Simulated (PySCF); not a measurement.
## Calculated data, GeH5O2Si, BGeH3OSi, CH5Ge2O, Ge2H2O2

All values are calculated (PySCF 2.14.0). Calculation on a computer-drawn molecule: optimised geometry and harmonic frequencies of an isolated molecule of the commonest isotopes, restricted reference for singlets and unrestricted otherwise, frozen core in MP2; on germanium a core potential holds 10 electrons, which the energies leave out, and 3d is frozen in MP2 and coupled-cluster steps.

Common to all runs: charge 0; method HF; basis and core potential on germanium cc-pVDZ-PP ECP10MDF.

(1) GeH5O2Si

Start structure:
```xyz
9
GeH5O2Si
O      1.5606     0.7422    -0.8540
Ge     1.8017     0.7263     0.9196
O      0.6734    -0.6079     1.3857
Si     0.2220     2.7391     1.3665
H      1.0306    -0.0593    -1.1658
H      0.6708    -0.9457     2.1827
H      0.1186     2.8327     2.8147
H     -1.1139     2.6561     0.8051
H      0.9776     3.8688     0.8226
```

- multiplicity: 2
- basis: cc-pV(D+d)Z
- rotational constants: 5.595, 2.381, 1.931 GHz
- total energy: -734.9732 hartree
- spin squared: 0.7649
- convergence status largest gradient component: 2.708e-05 hartree/bohr

Drawn bonds:
```tsv
atom	other atom	order
1	2	1
2	3	1
2	4	1
1	5	1
3	6	1
4	7	1
4	8	1
4	9	1
```

Optimised structure:
```xyz
9
GeH5O2Si
O      1.5054     0.6417    -0.9285
Ge     1.5153     0.7927     0.8429
O      0.6622    -0.7082     1.3235
Si     0.2334     2.7999     1.4115
H      1.2970    -0.2325    -1.2322
H      0.7366    -0.9518     2.2350
H      0.1608     2.8820     2.8889
H     -1.1336     2.7536     0.8462
H      0.9644     3.9750     0.8899
```

Modes:
```tsv
frequency (cm⁻¹)	reduced mass (dalton)
91.71	1.213
112.7	3.001
151.9	5.184
186.2	1.636
225.5	1.224
279.2	1.857
320.4	8.649
527.9	1.179
542.3	1.147
710.4	11.66
733.4	12.26
885.5	1.098
930.3	1.14
959.8	1.125
1016	1.037
1019	1.039
2309	1.029
2317	1.044
2326	1.048
4129	1.067
4156	1.067
```

(2) BGeH3OSi

Start structure:
```xyz
7
BGeH3OSi
O      1.4816     3.4730    -0.3543
Ge     0.9929     2.1822     0.4123
B     -0.7787     1.2812     0.5699
Si    -0.6788    -0.2217     1.5879
H      2.1489     1.4635     1.2346
H     -1.7674     1.7011     0.0232
H     -0.5197    -1.3745     2.4403
```

- multiplicity: 1
- basis: cc-pV(D+d)Z
- rotational constants: 11.64, 1.456, 1.365 GHz
- total energy: -683.4686 hartree
- convergence status largest gradient component: 4.522e-05 hartree/bohr

Drawn bonds:
```tsv
atom	other atom	order
1	2	2
2	3	1
3	4	1
2	5	1
3	6	1
4	7	1
```

Optimised structure:
```xyz
7
BGeH3OSi
O      1.4491     3.3137     1.4583
Ge     1.1006     2.1395     0.3924
B     -0.4950     0.8188     0.5497
Si    -0.5586    -0.8113     1.7078
H      1.9912     1.9092    -0.8435
H     -1.4379     1.0849    -0.1483
H     -1.1706     0.0499     2.7974
```

Modes:
```tsv
frequency (cm⁻¹)	reduced mass (dalton)
55.39	5.471
120.9	5.059
170.1	2.97
311.3	1.278
414.9	2.235
448.6	1.155
507	1.788
683.9	1.883
752.8	1.2
829.7	1.257
865.1	1.959
1040	18.14
2141	1.04
2181	1.02
2691	1.09
```

(3) CH5Ge2O

Start structure:
```xyz
9
CH5Ge2O
O      0.7198     3.3673    -1.1011
Ge    -0.0431     2.1864    -0.2392
C      0.8572     0.6711     0.5352
Ge     0.8609    -0.6925    -0.9254
H     -1.5195     2.1199    -0.0707
H      1.9795     0.9249     0.8042
H      0.3584     0.3528     1.4386
H     -0.7069    -0.7855    -1.3544
H      1.4245    -0.0189    -2.1361
```

* multiplicity: 2
* basis: cc-pVDZ
* rotational constants: 10.04, 0.9597, 0.9363 GHz
* total energy: -702.3156 hartree
* spin squared: 0.7605
* convergence status largest gradient component: 3.417e-05 hartree/bohr

Drawn bonds:
```tsv
atom	other atom	order
1	2	2
2	3	1
3	4	1
2	5	1
3	6	1
3	7	1
4	8	1
4	9	1
```

Optimised structure:
```xyz
9
CH5Ge2O
O      0.7295     3.6444    -0.7863
Ge    -0.0345     2.3492    -0.1821
C      0.8423     0.7260     0.4117
Ge     0.8089    -0.7399    -0.9286
H     -1.5591     2.2666    -0.0542
H      1.8825     0.9620     0.6403
H      0.3464     0.3631     1.3153
H     -0.6434    -1.1177    -1.2631
H      1.5581    -0.3282    -2.2020
```

Modes:
```tsv
frequency (cm⁻¹)	reduced mass (dalton)
47.5	4.607
109.2	1.182
122.1	6.859
232.9	3.585
467.7	1.695
517.8	1.048
554.3	1.752
682	3.173
704.6	1.348
741.3	1.196
861.7	1.253
921.3	1.03
1040	15.18
1089	1.059
1122	1.231
1497	1.091
2184	1.018
2207	1.023
2227	1.02
3204	1.058
3282	1.106
```

(4) Ge2H2O2

Start structure:
```xyz
6
Ge2H2O2
O      0.9324     2.7864     2.3850
Ge     1.5703     2.3785     1.0684
O      1.1075     0.9786     0.1819
Ge     0.5412    -0.4963    -0.5589
H      2.7148     2.9996     0.2122
H     -0.6185     0.3051    -1.5114
```

- multiplicity: 1
- basis: cc-pVDZ

Drawn bonds:
```tsv
atom	other atom	order
1	2	2
2	3	1
3	4	1
2	5	1
4	6	1
```

**Q.** Ge2H2O2 (entry 4): rotational constants?
**A.** 11.71, 1.038, 0.961 GHz

**Q.** What total energy does the calculation give for Ge2H2O2 (entry 4)?
**A.** -737.6203 hartree

Further results for Ge2H2O2 (entry 4):

- convergence status largest gradient component: 8.993e-06 hartree/bohr

Optimised structure:
```xyz
6
Ge2H2O2
O      0.5227     2.6075     2.0107
Ge     1.6161     2.2958     0.8638
O      1.6238     0.8515    -0.0979
Ge     0.4821    -0.4274    -0.6788
H      2.8126     3.1195     0.4317
H     -0.8095     0.5050    -0.7523
```

Modes:
```tsv
frequency (cm⁻¹)	reduced mass (dalton)
73.23	9.952
108	2.727
133.9	1.448
299.8	14.41
456.4	9.57
549.6	1.233
803.5	1.251
853.1	1.111
937.5	4.759
1051	18.12
1965	1.022
2309	1.021
```
